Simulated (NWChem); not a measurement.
System: CAgClO; SMILES [O+]#[C-]->[Ag][Cl]

NWChem input:

```
start job
memory heap 200 mb stack 900 mb global 1100 mb
geometry units angstroms noautosym nocenter noautoz
  Ag    -0.001951     0.015448     0.000000
  Cl     0.002668    -2.251792     0.000000
  O      0.004174     3.130505     0.000000
  C     -0.000355     1.985664     0.000000
end
basis spherical
  * library def2-svp
end
ecp
  Ag library def2-ecp
end
dft
  xc b3lyp
  iterations 150
end
tddft
  cis
  nroots 6
  notriplet
end
task tddft energy
```

All runs use the structure optimised with PBE-D3(BJ)/def2-SVP. def2 effective core potentials on Ag; no spin-orbit coupling.

Vertical excitations in the gas phase.

**Question.** Predict the main results of this run. (B3LYP/def2-SVP with def2 effective core potentials on Ag, TDA.) Quantities: lowest excitation, singlet (eV); orbital gap (eV).

**Answer.** 
```json
{
 "lowest excitation, singlet (eV)": "3.50",
 "orbital gap (eV)": "4.33"
}
```
